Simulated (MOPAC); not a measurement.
Job for MOPAC: AM1 on GeH4O2 (SMILES [OH][GeH2][OH]), a point of a bond scan (R = 1.840 Å).

```
AM1 1SCF PRECISE CHARGE=0 THREADS=1
GeH4O2

Ge     0.33883789 1    -0.06566271 1     0.00759659 1
O     -0.42944079 1     1.43257692 1     0.60497347 1
O     -0.90669806 1    -1.17364928 1    -0.63492907 1
H      1.16425040 1    -0.75238949 1     1.50239142 1
H      1.24372147 1     0.19795820 1    -1.20235759 1
H     -0.88342978 1     1.92366099 1    -0.08771759 1
H     -1.54067496 1    -1.45389864 1     0.03337031 1
```

Output:

```
*******************************************************************************
 **                                                                           **
 **                              MOPAC v23.2.5                                **
 **                                                                           **
 *******************************************************************************
 ** MOPAC's Digital Object Identifier: https://doi.org/10.5281/zenodo.6511958 **
 **                                                                           **
 ** Please cite the open-source release paper for use of this MOPAC version:  **
 ** J. E. Moussa and J. J. P. Stewart (2026)                                  **
 ** MOPAC: An open-source semiempirical molecular orbital program             **
 ** J. Open Source Softw., 11(119), 8025, https://doi.org/10.21105/joss.08025 **
 *******************************************************************************

                              AM1 CALCULATION RESULTS

 *******************************************************************************
 *  AM1        - The AM1 Hamiltonian to be used
 *
 *
 *
 *                 CHARGE ON SYSTEM = 0
 *
 *
 *
 *  PRECISE    - TIGHTER CRITERIA TO BE USED
 *  1SCF       - DO 1 SCF AND THEN STOP
 *  THREADS=1  - MULTI-THREADING NOT USED
 *  T=         - A TIME OF 172800.0 SECONDS REQUESTED
 *  DUMP=N     - RESTART FILE WRITTEN EVERY 7200.0 SECONDS REQUESTED
 *******************************************************************************
AM1 1SCF PRECISE CHARGE=0 THREADS=1
 GeH4O2

   ATOM   CHEMICAL          X               Y               Z
  NUMBER   SYMBOL      (ANGSTROMS)     (ANGSTROMS)     (ANGSTROMS)

     1      Ge          0.33883789  *  -0.06566271  *   0.00759659  *
     2       O         -0.42944079  *   1.43257692  *   0.60497347  *
     3       O         -0.90669806  *  -1.17364928  *  -0.63492907  *
     4       H          1.16425040  *  -0.75238949  *   1.50239142  *
     5       H          1.24372147  *   0.19795820  *  -1.20235759  *
     6       H         -0.88342978  *   1.92366099  *  -0.08771759  *
     7       H         -1.54067496  *  -1.45389864  *   0.03337031  *



          CARTESIAN COORDINATES

    NO.       ATOM           X           Y           Z

     1        Ge          0.3388     -0.0657      0.0076
     2         O         -0.4294      1.4326      0.6050
     3         O         -0.9067     -1.1736     -0.6349
     4         H          1.1643     -0.7524      1.5024
     5         H          1.2437      0.1980     -1.2024
     6         H         -0.8834      1.9237     -0.0877
     7         H         -1.5407     -1.4539      0.0334

  H: (AM1): M.J.S. DEWAR ET AL, J. AM. CHEM. SOC. 107 3902-3909 (1985)
  O: (AM1): M.J.S. DEWAR ET AL, J. AM. CHEM. SOC. 107 3902-3909 (1985)
 Ge: (AM1): M.J.S.Dewar and C.Jie, Organometallics, 8, 1544, (1989)

           Empirical Formula: H4 O2 Ge  =     7 atoms



      MOLECULAR POINT GROUP   :   C1


      RHF CALCULATION, NO. OF DOUBLY OCCUPIED LEVELS = 10


 -------------------------------------------------------------------------------
 AM1 1SCF PRECISE CHARGE=0 THREADS=1
 GeH4O2



     1SCF WAS SPECIFIED, SO BFGS WAS NOT USED
     SCF FIELD WAS ACHIEVED


                              AM1 CALCULATION
                                                       MOPAC v23.2.5 Linux




          FINAL HEAT OF FORMATION =       -104.27476 KCAL/MOL =    -436.28561 KJ/MOL


          COSMO AREA              =         97.31 SQUARE ANGSTROMS
          COSMO VOLUME            =         82.87 CUBIC ANGSTROMS

          IONIZATION POTENTIAL    =         10.848967 EV
          HOMO LUMO ENERGIES (EV) =        -10.849  0.258
          NO. OF FILLED LEVELS    =         10
          MOLECULAR WEIGHT        =        108.6204         POINT GROUP:  C1

          MOLECULAR DIMENSIONS (Angstroms)

            Atom       Atom       Distance
            H     6    H     4     3.72595
            H     7    H     5     3.46047
            O     3    O     2     2.47342


          SCF CALCULATIONS        =          1





   ATOM   CHEMICAL          X               Y               Z
  NUMBER   SYMBOL      (ANGSTROMS)     (ANGSTROMS)     (ANGSTROMS)

     1      Ge          0.33883789  *  -0.06566271  *   0.00759659  *
     2       O         -0.42944079  *   1.43257692  *   0.60497347  *
     3       O         -0.90669806  *  -1.17364928  *  -0.63492907  *
     4       H          1.16425040  *  -0.75238949  *   1.50239142  *
     5       H          1.24372147  *   0.19795820  *  -1.20235759  *
     6       H         -0.88342978  *   1.92366099  *  -0.08771759  *
     7       H         -1.54067496  *  -1.45389864  *   0.03337031  *

                             CARTESIAN COORDINATES

   1   Ge        0.338837890    -0.065662710     0.007596590
   2    O       -0.429440790     1.432576920     0.604973470
   3    O       -0.906698060    -1.173649280    -0.634929070
   4    H        1.164250400    -0.752389490     1.502391420
   5    H        1.243721470     0.197958200    -1.202357590
   6    H       -0.883429780     1.923660990    -0.087717590
   7    H       -1.540674960    -1.453898640     0.033370310


           Empirical Formula: H4 O2 Ge  =     7 atoms



      MOLECULAR POINT GROUP   :   C1


                  EIGENVALUES
 -35.87467 -34.85602 -17.79101 -16.90310 -14.21362 -13.87203 -13.82231 -12.21381
 -11.96595 -10.84897   0.25763   1.07531   1.24750   1.40215   5.65530   5.84183


              NET ATOMIC CHARGES AND DIPOLE CONTRIBUTIONS

  ATOM NO.   TYPE          CHARGE      No. of ELECS.   s-Pop       p-Pop
    1         Ge           1.062727        2.9373     0.89725     2.04003
    2          O          -0.609508        6.6095     1.87175     4.73776
    3          O          -0.608211        6.6082     1.87173     4.73648
    4          H          -0.099786        1.0998     1.09979
    5          H          -0.167523        1.1675     1.16752
    6          H           0.211277        0.7887     0.78872
    7          H           0.211023        0.7890     0.78898
 DIPOLE           X         Y         Z       TOTAL
 POINT-CHG.     1.619    -0.421     0.315     1.702
 HYBRID        -1.202     0.321    -0.247     1.268
 SUM            0.417    -0.100     0.067     0.434


          ATOMIC ORBITAL ELECTRON POPULATIONS

     Atom    s        px        py        pz
    1 Ge   0.89725   0.66004   0.62149   0.75850
    2  O   1.87175   1.76055   1.50723   1.46998
    3  O   1.87173   1.51712   1.73292   1.48644
    4  H   1.09979
    5  H   1.16752
    6  H   0.78872
    7  H   0.78898

 **********************
 *                    *
 * JOB ENDED NORMALLY *
 *                    *
 **********************




 == MOPAC DONE ==
```

The run finished.

Cost: about 0.03 core-seconds (a rough figure).
